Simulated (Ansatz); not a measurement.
`C[O][Y]([OH])[OH]` and `[OH][Y]([OH])[F]` differ in one atom or group.

Ansatz, PBE0-D4/def2-TZVP geometries, multiplicity 1. Each molecule was computed in one conformer, which needn't be the lowest.

Elements past krypton have def2 core potentials.

```csv
property,`C[O][Y]([OH])[OH]`
HOMO energy (PBE0/def2-TZVPP) / eV,-7.28
LUMO energy (PBE0/def2-TZVPP) / eV,-1.36
HOMO–LUMO gap (B3LYP/def2-TZVPP) / eV,5.35
size of the dipole moment (B3LYP/def2-TZVPP) / D,0.32
HOMO energy (B3LYP/def2-TZVPP) / eV,-7.06
HOMO energy (PBE/def2-TZVPP) / eV,-5.77
```

Task: What does the change do to each property? (Best estimate.)

Result: The calculation gave: 
| property | `[OH][Y]([OH])[F]` | shift |
| --- | --- | --- |
| HOMO energy (PBE0/def2-TZVPP) / eV | -8.44 | -1.16 |
| LUMO energy (PBE0/def2-TZVPP) / eV | -1.65 | -0.29 |
| HOMO–LUMO gap (B3LYP/def2-TZVPP) / eV | 6.16 | 0.81 |
| size of the dipole moment (B3LYP/def2-TZVPP) / D | 2.43 | 2.11 |
| HOMO energy (B3LYP/def2-TZVPP) / eV | -8.18 | -1.12 |
| HOMO energy (PBE/def2-TZVPP) / eV | -6.77 | -1.00 |

With PBE0 the HOMO falls by 1.16 eV and the LUMO falls by 0.29 eV, so the gap widens by about 0.87 eV. PBE moves the HOMO by -1.00 eV and ωB97M-V by -1.24 eV. Dipoles are sizes alone; their direction can turn.

B3LYP here is the variant with VWN-RPA as its local correlation; programs differ in this.
